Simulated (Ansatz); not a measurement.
Ansatz results at the PBE0-D4/def2-TZVP geometry: HOMO energy (PBE/def2-TZVPP) -6.89 eV; HOMO energy (PBE0/def2-TZVPP) -8.29 eV; zero-point energy (PBE0-D4/def2-TZVP) 112.6 kJ/mol.

Each molecule was computed in one conformer, which needn't be the lowest.

Question: Which molecule gave them?
A. `[O]=[Nb]([OH])([Cl])[Cl]`
B. `[NH]=[Nb]([Cl])([Cl])[Cl]`
C. `[NH]=[Nb]([NH2])([F])[Cl]`
D. `[OH][Nb]([OH])([OH])=[S]`

Answer: C. The others give `[O]=[Nb]([OH])([Cl])[Cl]`: -8.01, -9.46, 50.6; `[NH]=[Nb]([Cl])([Cl])[Cl]`: -7.43, -8.80, 46.7; `[OH][Nb]([OH])([OH])=[S]`: -6.58, -7.77, 107.4.
